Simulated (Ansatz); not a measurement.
CuCl, SMILES [Cu][Cl], multiplicity 1.

Coordinates come from a PBE0-D3(BJ)/def2-TZVPD optimisation. The spin state was assumed, not searched.

Two levels are set side by side: PBE/def2-TZVPD (Ansatz, an electronic-structure program) and PBE0/def2-TZVPD (Ansatz). Energy differences of separate SCF runs at the same geometry; the states with an electron removed or added have multiplicity 2 and 2. Differences are taken from unrounded values.

| quantity | PBE0 |
|---|---|
| vertical ionisation energy (eV) | 10.00 |
| vertical electron affinity (eV) | 1.24 |
| vertical singlet–triplet gap (eV) | 2.35 |

What does PBE give, and how far is it from PBE0? (An estimate is asked for; the answer gives what the named calculation found.)


```csv
quantity,PBE,PBE minus PBE0
vertical ionisation energy (eV),9.91,-0.09
vertical electron affinity (eV),1.36,0.12
vertical singlet–triplet gap (eV),2.35,0.00
```
